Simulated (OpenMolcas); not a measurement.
OpenMolcas run: Ru3+

Ru3+ with 6 ligands (chloride) in octahedral coordination (Oh) at 2.44 Å. A charge of +0.5 e stands 2.6 Å behind each ligand. Ligand basis ANO-RCC-VDZP. With inversion symmetry the input lists one of each pair of outer charges.

Input:

```
&GATEWAY
Coord
7

Ru 0.0 0.0 0.0
Cl 2.440000 0.000000 0.000000
Cl 0.000000 2.440000 0.000000
Cl -2.440000 0.000000 0.000000
Cl 0.000000 -2.440000 0.000000
Cl 0.000000 0.000000 2.440000
Cl 0.000000 0.000000 -2.440000
Basis=Ru.ANO-RCC-VTZP,Cl.ANO-RCC-VDZP
Group=XYZ
NoMove
AngMom=0.0 0.0 0.0
AMFI
RICD
XField
3 Angstrom 0
5.040000 0.000000 0.000000 0.500000
0.000000 5.040000 0.000000 0.500000
0.000000 0.000000 5.040000 0.500000
&SEWARD
&RASSCF
FileOrb=start.orb
Symmetry=1
Spin=6
nActEl=5 0 0
Inactive=36 36
Ras2=5 0
CIRoot=1 1 1
SDav=1
CIMx=300
Iter=150 100
PrWF=0.3
OrbListing=Nothing
MaxOrb=1
LevShft=1.0
>>> COPY $Project.JobIph JOB001
&RASSCF
FileOrb=start.orb
Symmetry=1
Spin=4
nActEl=5 0 0
Inactive=36 36
Ras2=5 0
CIRoot=24 24 1
SDav=24
CIMx=300
Iter=150 100
PrWF=0.3
OrbListing=Nothing
MaxOrb=0
LevShft=1.0
>>> COPY $Project.JobIph JOB002
&RASSCF
FileOrb=start.orb
Symmetry=1
Spin=2
nActEl=5 0 0
Inactive=36 36
Ras2=5 0
CIRoot=75 75 1
SDav=75
CIMx=300
Iter=150 100
PrWF=0.3
OrbListing=Nothing
MaxOrb=0
LevShft=1.0
>>> COPY $Project.JobIph JOB003
&RASSI
NrOfJobIphs=3 1 24 75
1
1 2 3 4 5 6 7 8 9 10 11 12 13 14 15 16 17 18 19 20 21 22 23 24
1 2 3 4 5 6 7 8 9 10 11 12 13 14 15 16 17 18 19 20 21 22 23 24 25 26 27
28 29 30 31 32 33 34 35 36 37 38 39 40 41 42 43 44 45 46 47 48 49 50 51
52 53 54 55 56 57 58 59 60 61 62 63 64 65 66 67 68 69 70 71 72 73 74 75
IphNames
JOB001
JOB002
JOB003
EJob
SpinOrbit
DIPRint=1.0
SOCoupling=1000.0
Subsets=2
Property=9
'ANGMOM' 1 'ANGMOM' 2 'ANGMOM' 3 'MLTPL  1' 1 'MLTPL  1' 2 'MLTPL  1' 3
'AMFI' 1 'AMFI' 2 'AMFI' 3
SOProperty=3
'ANGMOM' 1 'ANGMOM' 2 'ANGMOM' 3
```

Launched by
```bash
OMP_NUM_THREADS=1 MOLCAS_MEM=2457 MOLCAS_PROJECT=a pymolcas a.inp > a.log  # once for each step of the input, in one work folder
```

A driver script runs the steps one by one and writes start.orb anew before each from the orbitals found so far.

Output, cut to the results:

```
--- SEWARD ---
Basis set label: RU.ANO-RCC...7S6P4D2F1G.

      Electronic valence basis set:
      ------------------
      Associated Effective Charge  44.000000 au
      Associated Actual Charge     44.000000 au
      Nuclear Model: Point charge

      Shell  nPrim  nBasis  Cartesian Spherical Contaminant
         s      21       7        X
         p      18       6        X
         d      13       4                 X
         f       6       2                 X
         g       4       1                 X
                  Relativistic Douglas-Kroll-Hess integrals:
                    - DKH order of Hamiltonian: 2
                    - DKH order of Properties : 0
                  Atomic mean-field integrals
--- RASSCF ---
Wave function specifications:
      -----------------------------

      Number of closed shell electrons         144
      Number of electrons in active shells       5
      Max number of holes in RAS1 space          0
      Max nr of electrons in RAS3 space          0
      Number of inactive orbitals               72
      Number of active orbitals                  5
      Number of secondary orbitals              99
      Spin quantum number                      2.5
      State symmetry                             1
Orbital specifications:
      -----------------------

      Symmetry species                           1   2
                                                ag  au
      Frozen orbitals                            0   0
      Inactive orbitals                         36  36
      Active orbitals                            5   0
      RAS1 orbitals                              0   0
      RAS2 orbitals                              5   0
      RAS3 orbitals                              0   0
      Secondary orbitals                        49  50
      Deleted orbitals                           0   0
      Number of basis functions                 90  86
      Number of CSFs                             1
      Number of root(s) required                 1
      Iter CI   SX   CI       RASSCF       Energy    max ROT     max BLB   max BLB  Level Ln srch  Step   QN
          iter iter root      energy       change     param      element    value   shift minimum  type update
 Nr of preliminary CI iterations:   1
      Total energies have been shifted. Add                -7000.00 au
        1   1   12    1  -293.38952054    0.00E+00  -8.21E-02   41  47 1  2.19E-01*  1.24   0.00    SX    NO
        2   1   13    1  -293.84796287   -4.58E-01* -7.23E-02   14  44 2  9.61E-02*  1.02   0.00    SX    NO
        3   1   12    1  -293.96865547   -1.21E-01* -4.52E-02   36  39 1  5.28E-02*  0.91   0.00    SX    NO
        4   1   12    1  -293.99724304   -2.86E-02* -2.65E-02   36  39 1  3.08E-02*  0.86   0.00    SX    NO
        5   1   12    1  -294.00588311   -8.64E-03* -3.24E-02   36  39 1  1.97E-02*  0.85   2.43    LS   YES
        6   1   11    1  -294.01039815   -4.52E-03* -1.14E-02   39  45 1 -9.47E-03*  0.83   1.17    QN   YES
        7   1   11    1  -294.01150643   -1.11E-03* -7.90E-03   14  44 2 -4.14E-03*  0.83   1.72    LS   YES
        8   1   11    1  -294.01174106   -2.35E-04* -1.25E-03    8  55 2 -3.42E-03*  0.83   1.04    QN   YES
        9   1   10    1  -294.01187792   -1.37E-04* -6.82E-04   30  82 1 -1.31E-03*  0.83   1.55    LS   YES
       10   1   10    1  -294.01189757   -1.96E-05* -1.04E-03    9  63 1 -2.37E-03*  0.83   1.01    QN   YES
       11   1    9    1  -294.01191513   -1.76E-05* -6.40E-04   36  39 1  4.98E-04*  0.83   1.61    LS   YES
       12   1    9    1  -294.01191815   -3.02E-06* -6.07E-04    8  58 2  9.36E-04*  0.83   1.02    QN   YES
       13   1    8    1  -294.01192118   -3.03E-06* -3.26E-04    8  58 2  1.86E-04*  0.83   1.36    QN   YES
       14   1    7    1  -294.01192205   -8.70E-07* -1.59E-04    8  47 1  1.09E-04*  0.83   1.32    QN   YES
       15   1    7    1  -294.01192219   -1.42E-07* -5.95E-05    9  59 2 -5.33E-05   0.83   1.31    QN   YES
       16   1    6    1  -294.01192222   -2.80E-08* -2.13E-05   14  42 1  2.46E-05   0.83   1.40    QN   YES
       17   1    6    1  -294.01192223   -7.09E-09  -6.89E-06   14  44 2  1.04E-05   0.83   1.33    QN   YES
      Convergence after 17 iterations
       18   1    6    1  -294.01192223   -1.48E-09  -6.89E-06    7  57 2  5.22E-06   0.83   1.33    QN   YES
      Natural orbitals and occupation numbers for root  1
      sym 1:   1.000000   1.000000   1.000000   1.000000   1.000000
...
--- RASSI ---
SPIN-FREE ENERGIES:
  (Shifted by EMIN (a.u.) =      -7294.0119222301)

 SF State       Relative EMIN(au)   Rel lowest level(eV)    D:o, cm**(-1)

     1             0.0000000000        0.0000000000              0.0000
    26             0.0342543352        0.9321079445           7517.9576
    27             0.0342543352        0.9321079445           7517.9576
    28             0.0342543360        0.9321079663           7517.9578
     2             0.0401199258        1.0917187961           8805.3059
     3             0.0401199258        1.0917187961           8805.3059
     4             0.0401199258        1.0917187961           8805.3059
     5             0.0628557310        1.7103915746          13795.2384
     6             0.0628557310        1.7103915746          13795.2384
     7             0.0628557310        1.7103915746          13795.2384
    29             0.0859808187        2.3396572685          18870.6085
    30             0.0859808187        2.3396572685          18870.6085
    31             0.0859808187        2.3396572685          18870.6085
    32             0.0901848844        2.4540557227          19793.2943
     8             0.0975923278        2.6556225278          21419.0402
    33             0.0975969957        2.6557495463          21420.0647
    34             0.0975969957        2.6557495463          21420.0647
    35             0.0975969957        2.6557495463          21420.0647
     9             0.1004549229        2.7335177074          22047.3072
    10             0.1004549229        2.7335177074          22047.3072
    36             0.1059629137        2.8833977735          23256.1714
    37             0.1059629137        2.8833977735          23256.1714
    11             0.1174913576        3.1971027130          25786.3724
    12             0.1174913576        3.1971027130          25786.3724
    13             0.1174913576        3.1971027130          25786.3724
...
```

Spin-orbit levels above the lowest (labels of O, the rotations of Oh):

| E (cm-1) | Degeneracy | Label | 2S+1 | g |
| --- | --- | --- | --- | --- |
| 0.0 | 2 |  | 6 | 3.31 3.31 3.31 |
| 6.9 | 4 | Γ8 | 6 |  |
| 5703 | 2 |  | 2 (80 %) | 2.25 2.25 2.25 |
| 7519 | 4 | Γ8 | 2 (68 %) |  |
| 9005 | 4 | Γ8 | 4 |  |
| 9317 | 2 |  | 4 | 3.00 3.00 3.00 |
| 9655 | 4 | Γ8 | 4 (69 %) |  |
| 9770 | 2 |  | 4 (79 %) | 2.15 2.15 2.15 |
| 13890 | 2 |  | 4 | 2.76 2.76 2.76 |
| 13957 | 4 | Γ8 | 4 |  |
| 14076 | 2 |  | 4 | 2.43 2.43 2.43 |
| 14109 | 4 | Γ8 | 4 |  |
| 18398 | 4 | Γ8 | 2 (90 %) |  |
| 19372 | 2 |  | 2 | 0.04 0.04 0.04 |
| 19939 | 2 |  | 2 | 2.72 2.72 2.72 |
| 20882 | 2 |  | 2 (68 %) | 2.16 2.16 2.16 |
| 21392 | 4 | Γ8 | 2 (62 %) |  |
| 21905 | 4 | Γ8 | 4 (81 %) |  |
| 22525 | 2 |  | 4 | 1.68 1.68 1.68 |
| 22729 | 4 | Γ8 | 4 (72 %) |  |

Without dynamic correlation the repulsion within the d shell is too large (B by tens of per cent), so at a given field states of lower spin stand too high. This shell can be high or low spin here, a state of another spin lies low, and with metal d orbitals alone active their balance is uncertain, so the ground spin may be wrong. The least metal-like active orbital is 81 % on the metal (Löwdin) and no ligand orbital is active, so the numbers are rough. With metal d orbitals alone the field can be off either way by tens of per cent. Ligand-to-metal charge-transfer states are missing. With no ligand orbital active B as a rule stays too high, so bands that hang on it stand too high and its fall with covalency is understated. No measured value stands beside these numbers; the geometry is a model, was not optimised and need not be the one that this ion takes.

The RASSCF and RASSI steps took 90 s on 1 thread of Arm Neoverse V1, on a shared host; the integral step is not counted.
